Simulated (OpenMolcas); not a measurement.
**Co⁺: CASPT2 settings compared**

```json
{
 "Program": "OpenMolcas 26.06",
 "Basis": "ANO-L-VDZP [5s4p2d1f]",
 "Scalar Hamiltonian": "non-relativistic, point nucleus",
 "Active space": "8 electrons in 5 orbitals (3d)",
 "State averaging": "2S+1 = 3 even, 10 roots; 2S+1 = 1 even, 14 roots kept (CI in the orbitals of an earlier block)",
 "Spin-orbit coupling": "state interaction with AMFI integrals over the reference wave functions, term energies averaged over their components"
}
```

Methods on the same reference wave functions:
A. CASSCF
B. SS-CASPT2, IPEA 0.4 Eh, sigma2 regulariser 0.25 Eh (closed shells correlated: 2s 2p 3s 3p)
C. SS-CASPT2, IPEA 0.15 Eh, imaginary shift 0.4 Eh (closed shells correlated: 3s 3p)
D. SS-CASPT2, IPEA 0.35 Eh, imaginary shift 0.1 Eh (closed shells correlated: none)

Energies in cm⁻¹ above 3d⁸ ³F₄, the measured ground level; measured values from NIST Handbook of Basic Atomic Spectroscopic Data.

| Level | A | B | C | D | Measured |
| --- | --- | --- | --- | --- | --- |
| 3d⁸ ³F₄ | 0.0 | 0.0 | 0.0 | 0.0 | 0.0 |
| 3d⁸ ³F₃ | 997 | 998 | 998 | 997 | 950 |
| 3d⁸ ³F₂ | 1691 | 1681 | 1680 | 1688 | 1597 |
| 3d⁸ ¹D₂ | 14440 | 11880 | 11860 | 13530 |  |
| 3d⁸ ³P₂ | 17548 | 15330 | 15200 | 15860 |  |
| 3d⁸ ³P₁ | 17867 | 15670 | 15530 | 16110 |  |
| 3d⁸ ³P₀ | 18114 | 15920 | 15780 | 16360 |  |
| 3d⁸ ¹G₄ | 22452 | 20980 | 21230 | 21990 |  |

Deviations, from unrounded energies. A percentage is the sum of absolute deviations over the sum of measured energies, with the sign that they share, or ± where signs differ.

```csv
Against measurement,Levels,A,B,C,D
mean absolute deviation (cm-1),2,70,66,65,69
fine structure of the ground term (%),2,+5.5,+5.1,+5.1,+5.4
```

A, B, C, D lie about equally close to measurement. The largest miss of C in the table is 3d⁸ ³F₂, by +83 cm-1. The ranking rests on the paired levels alone, and a cruder setting can come out closer through cancelling errors.

Among B to D the level of the table that moves most is 3d⁸ ¹D₂, by 1700 cm-1 (lowest in C, highest in D). Moves below CASPT2's spread within the term are not significant.

The two smallest mean deviations differ by little beside CASPT2's spread within terms, so their order carries little weight.

From A to B the spin-free energies of the other terms of 3d⁸ shown, above ³F, scale by factors of 0.81 to 0.93, as is usual when dynamic correlation screens the repulsion within a d or f shell.

The lowest spin-free term lies below A's lowest term by 0.408 hartree in B, 0.409 hartree in C, 0.218 hartree in D.

CASPT2 breaks the degeneracy within a term, and the mean is taken; among the terms shown or strongly mixed into the levels shown the widest spread is 1700 cm-1 (3d⁸ ³F, C). Terms from blocks run as CI alone lack orbitals of their own. Without dynamic correlation excited terms often stand tens of per cent too high (terms of higher spin than the ground term too low), and those without a measured partner can miss by more than the paired ones (holds for A). Measured partners are found by configuration, term and J. A level has none where our copy of the source lacks it or the pairing is in doubt (some pairs that miss far off the trend of their configuration count as doubtful), and it then counts in no deviation. Only configurations of the active space appear.
